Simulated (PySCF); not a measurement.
The numbers below are computed, except where a source is named.
Job file (spin–spin couplings):

```
$ OMP_NUM_THREADS=1 python run.py task.json out

{"job": {"kind": "hj", "xc": "PBE0", "basis": {"default": "pcJ-1", "Ge": "dyall-v2z"}, "rel": "nr", "atoms": [2]}, "charge": 0, "multiplicity": 1}
B      1.551249    -0.237188     0.306248
O      0.442396     0.479708     0.542244
Ge    -1.200052     0.244615    -0.167888
H      1.534866    -1.179880    -0.467296
H      2.565420     0.082080     0.890422
H     -1.522021     1.539001    -0.926521
H     -1.151885    -0.979630    -1.097384
H     -2.145743     0.036125     1.022572
```

Keys: rel nr, sf, so or ecp = non-relativistic, spin-free X2C, spin–orbit X2C, core potentials. Where two scalar SCFs are printed, the second keeps all basis functions and supplies the properties. Unless the job says otherwise: screened-nuclear two-electron spin–orbit term, Gaussian nuclei, grid level 2, density fitting; us- before a basis frees its s functions. Densities at nuclei with contracted s functions are some per cent off.

Log: (geometry: PBE0-D3(BJ)/def2-SVP)

```
non-relativistic SCF
coarse grid: 30136 points
cycle   1  E = -2179.6163903167  dE = -1.282e+01  |g| = 1.946e+00  |ddm| = 2.135e+00
cycle   2  E = -2179.3144763521  dE =  3.019e-01  |g| = 1.931e+00  |ddm| = 1.490e+00
cycle   3  E = -2179.6629147031  dE = -3.484e-01  |g| = 7.385e-01  |ddm| = 1.414e+00
cycle   4  E = -2179.7415906766  dE = -7.868e-02  |g| = 2.190e-01  |ddm| = 4.642e-01
cycle   5  E = -2179.7461873968  dE = -4.597e-03  |g| = 4.850e-02  |ddm| = 1.170e-01
cycle   6  E = -2179.7464986760  dE = -3.113e-04  |g| = 3.980e-03  |ddm| = 2.857e-02
cycle   7  E = -2179.7465021623  dE = -3.486e-06  |g| = 1.141e-03  |ddm| = 4.402e-03
final grid: 62320 points
cycle   8  E = -2179.7464636860  dE = -2.684e-08  |g| = 1.336e-03  |ddm| = 1.826e-03
cycle   9  E = -2179.7464635427  dE =  1.433e-07  |g| = 1.908e-03  |ddm| = 1.738e-03
cycle  10  E = -2179.7464639665  dE = -4.238e-07  |g| = 2.379e-04  |ddm| = 9.055e-04
cycle  11  E = -2179.7464639779  dE = -1.143e-08  |g| = 7.544e-05  |ddm| = 2.105e-04
cycle  12  E = -2179.7464639787  dE = -7.758e-10  |g| = 2.469e-06  |ddm| = 3.746e-05
converged SCF energy = -2179.7464639787
two-component SCF
cycle   1  E = -2179.7464639787  dE = -2.180e+03  |FDS-SDF| = 2.469e-06
cycle   2  E = -2179.7464639787  dE =  7.731e-12  |FDS-SDF| = 2.789e-06
converged, E = -2179.7464639787

Indirect spin-spin couplings
  i        j     bonds      J/Hz   K/1e19 T2/J   anisotropy/Hz
  2  73Ge   0  11B    2        1.48      -10.95        -0.9
  2  73Ge   1  17O    1      -16.60     -291.26        23.3
  2  73Ge   3   1H    3       -4.37       10.39        -0.1
  2  73Ge   4   1H    3       -7.79       18.54        -1.4
  2  73Ge   5   1H    1     -101.47      241.42       -13.5
  2  73Ge   6   1H    1      -96.81      230.35       -13.7
  2  73Ge   7   1H    1     -101.74      242.06       -13.5
```

Cost: 23 s wall time on 1 thread of an Arm Neoverse V2, shared host.
